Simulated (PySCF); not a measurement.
**Removal energies of Sn²²⁺ from EOM-IP-GCCSD**

Reference: closed-shell Sn²²⁺, [Ar] 3d10; one electron is removed. Calculated with PySCF 2.14, two-component X2C-1e with screened spin-orbit coupling, an uncontracted even-tempered set (19 s from 0.9 bohr⁻², ratio 2.6; 15 p from 1.2 bohr⁻², ratio 2.6; 10 d from 1.2 bohr⁻², ratio 2.6; 6 f from 1.2 bohr⁻², ratio 2.8); frozen [Ar]; the 100 highest virtual spinors dropped; of the others 70 kept and the rest restored at second order. No Breit or QED terms. Binding energies in eV.

```csv
level,Koopmans,second order,EOM-CCSD
3d3/2,1141.3,1140.3,1140.5
3d5/2,1132.0,1131.0,1131.2
```

For comparison, the ionisation energy of Sn²²⁺ is 1127 ± 4 eV (theoretical estimate listed by NIST; NIST Atomic Spectra Database, ionization energies).
